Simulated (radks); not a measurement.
Values are calculated unless marked as measured or tabulated.
Question: All-electron atom: S in [Ne] 3s1.5 3p4.5 (fractional occupations, a model configuration). Code: a radial shooting solver on a logarithmic mesh with Libxc functionals. Model: scalar-relativistic Kohn-Sham, PBEsol, spin-polarised, spherical densities, finite nucleus; open shells are filled with parallel spins first; Fermi nuclear charge, rms radius 3.2611 fm. Some entries of the table are withheld. Estimate them.

orbital,occ.,eigenvalue (eV),<r> (bohr),<1/r> (bohr^-1)
1s up,1,-2402.463,0.09699,15.64
1s down,1,-2402.140,0.09698,15.64
2s up,1,-211.9807,0.4798,3.060
2s down,1,-211.6461,0.4795,3.060
2p up,3,-157.0887,0.4430,2.956
2p down,3,-156.6712,0.4427,2.957
3s up,1,(1),(2),0.8200
3s down,0.5,(3),(4),0.8108
3p up,3,-7.9816,2.017,0.6760
3p down,1.5,-6.2367,2.110,0.6516

Answer: 
(1) 3s up eigenvalue (eV): -18.3704
(2) 3s up <r> (bohr): 1.679
(3) 3s down eigenvalue (eV): -16.3549
(4) 3s down <r> (bohr): 1.704
